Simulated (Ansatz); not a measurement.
TePb3Cl4: single points at one geometry.

```yaml
crystal:
  periodic: [false, false, false]
  atoms:
    - {symbol: Pb, position_ang: [0.178186, 0.139082, 2.201837]}
    - {symbol: Pb, position_ang: [1.406122, 1.116963, -1.293930]}
    - {symbol: Pb, position_ang: [-1.698298, -1.095064, -0.902915]}
    - {symbol: Te, position_ang: [-1.226113, 1.730306, 0.053321]}
    - {symbol: Cl, position_ang: [-0.198537, -0.274812, -3.139187]}
    - {symbol: Cl, position_ang: [-1.948977, -1.668368, 1.840259]}
    - {symbol: Cl, position_ang: [2.473909, 1.482567, 1.284528]}
    - {symbol: Cl, position_ang: [1.013697, -1.430675, -0.043902]}
basis:
  gaussian: {orbitals: def2-TZVP, initial_orbitals: start.molden}
hamiltonian: {xc: {name: wB97M-V}}
scf: {omitted_lower_state_checks: [starts]}
output: {orbitals: {seedname: orbitals}}
```

The file start.molden holds the orbitals of an earlier run on this structure, at another level or in another basis.

```sh
$ ansatz run in.yaml --threads 4 --pin off --events-out ev --progress --plain --max-ram 8704MiB
```

Shortened log:

```
Functional definition: wB97M-V
2714 factors; their error is unknown
629 factors; integrals over basis functions are off by at most 9.8e-6 eV
mean field evaluation 1: about -73132.3505 eV, gradient 1.8e1 eV
mean field evaluation 2: about -73132.5804 eV, gradient 3.7e-1 eV
mean field evaluation 4: about -73132.7760 eV, gradient 3.3e-1 eV
mean field evaluation 8: about -73132.7761 eV, gradient 1.9e-5 eV
mean field -73132.77609383 eV, -2687.5799502722 hartree, gradient 1.9e-5 eV, S^2 0.000000; 0 other end points of the search recorded, 0 dependent functions left out
reference -73132.77616051 eV, -2687.5799527225 hartree; 79, 79 occupied and 269, 269 virtual orbitals, 2714 factors
Total energy: -73132.77616051 eV, -2687.5799527225 hartree
Checks for a lower state left out: starts
```

Run time 94 s (4 threads of Arm Neoverse N1 on a shared host), peak host memory 2.7 GiB.

The first input with `hamiltonian: {xc: {name: B97M-V}}` (abridged; 59 s):

```
Functional definition: B97M-V
mean field -73128.77955756 eV, -2687.4330802731 hartree, gradient 1.8e-5 eV, S^2 0.000000
Total energy: -73128.77963893 eV, -2687.4330832636 hartree
Checks for a lower state left out: starts
```

As the first input, with `gaussian: {orbitals: def2-SVP, initial_orbitals: start.molden}`, `hamiltonian: {xc: pbe0, dispersion: d4}` (abridged; 12 s):

```
Functional definition: PBE0
mean field -73107.87996717 eV, -2686.6650344926 hartree, gradient 3.3e-5 eV, S^2 0.000000
Total energy: -73108.58481139 eV, -2686.6909370398 hartree
Checks for a lower state left out: starts
```

First input, but with `hamiltonian: {xc: pbe, dispersion: d4}`, `output: {forces: true, orbitals: {seedname: orbitals}}` (abridged; 18 s):

```
Functional definition: PBE
mean field -73124.01926991 eV, -2687.2581429286 hartree, gradient 2.4e-5 eV, S^2 0.000000
Total energy: -73124.82312858 eV, -2687.2876841899 hartree
Atom 0 force    -0.022794     0.015584    -0.089502 eV/Å
Atom 1 force    -0.072492    -0.024442     0.053900 eV/Å
Atom 2 force     0.054260     0.066155     0.037092 eV/Å
Atom 3 force     0.005548    -0.007710    -0.000309 eV/Å
Atom 4 force    -0.005260    -0.007017    -0.079684 eV/Å
Atom 5 force    -0.049830    -0.042615     0.047375 eV/Å
Atom 6 force     0.063360     0.038093     0.032635 eV/Å
Atom 7 force     0.027208    -0.038048    -0.001508 eV/Å
Dipole moment:    -0.134028     0.189286     0.005963 e Å
Checks for a lower state left out: starts
```

The first input with `gaussian: {orbitals: def2-TZVPD, initial_orbitals: start.molden}`, `hamiltonian: {xc: pbe, dispersion: d4}` (abridged; 23 s):

```
Functional definition: PBE
mean field -73124.11727539 eV, -2687.2617445638 hartree, gradient 3.4e-5 eV, S^2 0.000000
Total energy: -73124.92115598 eV, -2687.2912866304 hartree
Checks for a lower state left out: starts
```

The first input with `hamiltonian: {xc: pbe0, dispersion: d4}` (abridged; 44 s):

```
Functional definition: PBE0
mean field -73125.59916642 eV, -2687.3162030546 hartree, gradient 1.5e-5 eV, S^2 0.000000
Total energy: -73126.30401723 eV, -2687.3421058441 hartree
Checks for a lower state left out: starts
```

First input, but with `hamiltonian: {xc: r2scan, dispersion: d4}` (abridged; 33 s):

```
Functional definition: r2SCAN
mean field -73149.09200701 eV, -2688.1795490221 hartree, gradient 1.8e-5 eV, S^2 0.000000
Total energy: -73149.25621783 eV, -2688.1855836585 hartree
Checks for a lower state left out: starts
```

Geometry: r2SCAN-D4/def2-SVP.

In the def2 sets Pb, Te take a core potential; there is no spin–orbit coupling. The structure comes from a short search, and lower isomers may exist.
